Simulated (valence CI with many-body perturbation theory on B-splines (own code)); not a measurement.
# Energy levels of Mo³⁷⁺

Calculated by configuration interaction combined with many-body perturbation theory (CI+MBPT): three valence electrons over a frozen Dirac-Fock core [He], a basis of 9 s, 9 p, 8 d, 6 f, 3 g, 1 h functions for each j, with the one-electron correlation potential Σ1 (screened to all orders), the two-electron term Σ2, the three-electron term Σ3, Breit, model QED; selected single and double excitations, second order for the rest, scaled by the run's own slope (own B-spline code, finite nucleus).

The last digits are not significant, and no measured levels were compared; by estimate large intervals hold to a few tenths of a per cent, small ones and those within an open d or f shell to about a per cent.

Levels 1 to 45 of 53, with energies above the lowest level, (2s^2 2p1/2) J=1/2. "Leading %" is the weight of the configuration and term that name the level; weights of strongly mixed levels are sums over their largest components and can fall short, so below about 35 % the name and the second component can differ from the true leading terms, or belong to a minority configuration. In the jj column 3d3/2^4 stands for four electrons in 3d with j = 3/2. Lifetimes count E1, E2, E3, M1 and M2 decay at the calculated energies, and are blank where another channel may lead or the interval is too uncertain; long ones can be off by a factor of two.

| No. | Configuration | Term | J | E (eV) | Leading % | Leading jj | Second component | Lifetime |
| --- | --- | --- | --- | --- | --- | --- | --- | --- |
| 1 | 2s2.2p | 2P° | 1/2 | 0.0 | 99 | 2s^2 2p1/2 (99 %) |  |  |
| 2 | 2s.2p2 | 4P | 1/2 | 111.0 | 72 | 2s 2p1/2^2 (92 %) | 21 % 2s.2p2 2S | 311 ps |
| 3 | 2s2.2p | 2P° | 3/2 | 119.5 | 98 | 2s^2 2p3/2 (98 %) |  | 124 ns |
| 4 | 2s.2p2 | 4P | 3/2 | 199.1 | 95 | 2s 2p1/2 2p3/2 (98 %) |  | 2.67 ns |
| 5 | 2s.2p2 | 4P | 5/2 | 222.2 | 56 | 2s 2p1/2 2p3/2 (95 %) | 44 % 2s.2p2 2D | 522 ps |
| 6 | 2s.2p2 | 2D | 3/2 | 260.9 | 75 | 2s 2p1/2 2p3/2 (97 %) | 24 % 2s.2p2 2P | 8.46 ps |
| 7 | 2s.2p2 | 2P | 1/2 | 266.2 | 73 | 2s 2p1/2 2p3/2 (90 %) | 18 % 2s.2p2 4P | 5.19 ps |
| 8 | 2s.2p2 | 2D | 5/2 | 337.7 | 56 | 2s 2p3/2^2 (95 %) | 44 % 2s.2p2 4P | 35.6 ps |
| 9 | 2p3 | 2P° | 3/2 | 386.2 | 40 | 2p1/2^2 2p3/2 (96 %) | 37 % 2p3 4S° | 7.32 ps |
| 10 | 2s.2p2 | 2S | 1/2 | 392.1 | 71 | 2s 2p3/2^2 (96 %) | 19 % 2s.2p2 2P | 6.25 ps |
| 11 | 2s.2p2 | 2P | 3/2 | 393.3 | 74 | 2s 2p3/2^2 (96 %) | 22 % 2s.2p2 2D | 3.91 ps |
| 12 | 2p3 | 4S° | 3/2 | 484.6 | 49 | 2p1/2 2p3/2^2 (98 %) | 49 % 2p3 2D° | 4.86 ps |
| 13 | 2p3 | 2D° | 5/2 | 500.0 | 100 | 2p1/2 2p3/2^2 (100 %) |  | 6.13 ps |
| 14 | 2p3 | 2P° | 1/2 | 529.2 | 99 | 2p1/2 2p3/2^2 (99 %) |  | 3.85 ps |
| 15 | 2p3 | 2P° | 3/2 | 630.5 | 58 | 2p3/2^3 (98 %) | 28 % 2p3 2D° | 3.33 ps |
| 16 | 2s2.3s | 2S | 1/2 | 2960.0 | 96 | 2s^2 3s (96 %) |  | 45.1 fs |
| 17 | 2s2.3p | 2P° | 1/2 | 3000.6 | 94 | 2s^2 3p1/2 (94 %) |  | 882 fs |
| 18 | 2s2.3p | 2P° | 3/2 | 3033.4 | 84 | 2s^2 3p3/2 (84 %) | 7 % 2s.2p.3s 4P° | 302 fs |
| 19 | 2s.2p.3s | 4P° | 1/2 | 3039.5 | 89 | 2s 2p1/2 3s (98 %) | 8 % 2s.2p.3s 2P° | 48.0 fs |
| 20 | 2s.2p.3s | 4P° | 3/2 | 3055.2 | 65 | 2s 2p1/2 3s (82 %) | 21 % 2s.2p.3s 2P° | 45.4 fs |
| 21 | 2s.2p.3s | 2P° | 1/2 | 3066.6 | 93 | 2s 2p1/2 3s (95 %) | 5 % 2s.2p.3s 4P° | 66.6 fs |
| 22 | 2s2.3d | 2D | 3/2 | 3069.1 | 94 | 2s^2 3d3/2 (94 %) |  | 5.75 fs |
| 23 | 2s.2p.3p | 4D | 1/2 | 3074.2 | 73 | 2s 2p1/2 3p1/2 (99 %) | 20 % 2s.2p.3p 2P | 65.5 fs |
| 24 | 2s2.3d | 2D | 5/2 | 3079.8 | 96 | 2s^2 3d5/2 (96 %) |  | 6.64 fs |
| 25 | 2s.2p.3p | 4D | 3/2 | 3087.8 | 51 | 2s 2p1/2 3p1/2 (92 %) | 20 % 2s.2p.3p 2P | 77.1 fs |
| 26 | 2s.2p.3p | 4P | 1/2 | 3106.2 | 58 | 2s 2p1/2 3p1/2 (95 %) | 21 % 2s.2p.3p 2S | 51.5 fs |
| 27 | 2s.2p.3p | 4P | 3/2 | 3116.1 | 29 | 2s 2p1/2 3p3/2 (99 %) | 24 % 2s.2p.3p 4D | 49.8 fs |
| 28 | 2s.2p.3p | 2P | 1/2 | 3127.3 | 46 | 2s 2p1/2 3p3/2 (89 %) | 16 % 2s.2p.3p 4P | 16.8 fs |
| 29 | 2s.2p.3p | 4D | 5/2 | 3129.3 | 59 | 2s 2p1/2 3p3/2 (93 %) | 23 % 2s.2p.3p 2D | 459 fs |
| 30 | 2s.2p.3p | 2D | 3/2 | 3133.0 | 50 | 2s 2p1/2 3p3/2 (96 %) | 20 % 2s.2p.3p 4S | 21.7 fs |
| 31 | 2s.2p.3d | 4F° | 3/2 | 3140.5 | 77 | 2s 2p1/2 3d3/2 (98 %) | 13 % 2s.2p.3d 2D° | 31.6 fs |
| 32 | 2s.2p.3d | 4F° | 5/2 | 3151.9 | 66 | 2s 2p1/2 3d3/2 (58 %) | 17 % 2s.2p.3d 4D° | 17.3 fs |
| 33 | 2s.2p.3s | 4P° | 5/2 | 3155.0 | 61 | 2s 2p3/2 3s (61 %) | 18 % 2s.2p.3d 4P° | 12.0 fs |
| 34 | 2s.2p.3s | 4P° | 5/2 | 3163.2 | 36 | 2s 2p1/2 3d5/2 (48 %) | 22 % 2s.2p.3d 4P° | 16.5 fs |
| 35 | 2s.2p.3d | 4D° | 1/2 | 3164.2 | 66 | 2s 2p1/2 3d3/2 (92 %) | 24 % 2s.2p.3d 2P° | 4.24 fs |
| 36 | 2s.2p.3d | 4D° | 3/2 | 3164.2 | 43 | 2s 2p1/2 3d3/2 (77 %) | 26 % 2s.2p.3d 4P° | 5.37 fs |
| 37 | 2s.2p.3d | 4F° | 7/2 | 3169.5 | 50 | 2s 2p1/2 3d5/2 (94 %) | 27 % 2s.2p.3d 4D° | 8.35 fs |
| 38 | 2s.2p.3s | 2P° | 3/2 | 3172.3 | 81 | 2s 2p3/2 3s (98 %) | 17 % 2s.2p.3s 4P° | 39.7 fs |
| 39 | 2s.2p.3d | 2D° | 3/2 | 3179.3 | 49 | 2s 2p1/2 3d5/2 (74 %) | 39 % 2s.2p.3d 2P° | 7.72 fs |
| 40 | 2s.2p.3d | 2F° | 5/2 | 3180.5 | 62 | 2s 2p1/2 3d5/2 (87 %) | 14 % 2s.2p.3d 4P° | 8.02 fs |
| 41 | 2p2.3s | 4P | 1/2 | 3192.4 | 54 | 2p1/2^2 3s (91 %) | 21 % 2p2.3s 2S | 57.4 fs |
| 42 | 2s.2p.3p | 4P | 3/2 | 3203.1 | 50 | 2s 2p3/2 3p1/2 (98 %) | 20 % 2s.2p.3p 4S | 64.4 fs |
| 43 | 2s.2p.3p | 2D | 5/2 | 3205.8 | 41 | 2s 2p3/2 3p1/2 (97 %) | 30 % 2s.2p.3p 4P | 31.1 fs |
| 44 | 2s.2p.3s | 2P° | 1/2 | 3212.1 | 89 | 2s 2p3/2 3s (91 %) | 5 % 2s.2p.3s 4P° | 34.7 fs |
| 45 | 2s.2p.3s | 2P° | 3/2 | 3214.9 | 87 | 2s 2p3/2 3s (94 %) | 10 % 2s.2p.3s 4P° | 65.3 fs |

The ionisation energy to 2s2 1S_0 of the next ion comes out as 5288.5 eV (NIST: 5287 ± 4 eV (semi-empirical)). All 53 levels together are meant to be complete up to 3266.1 eV.
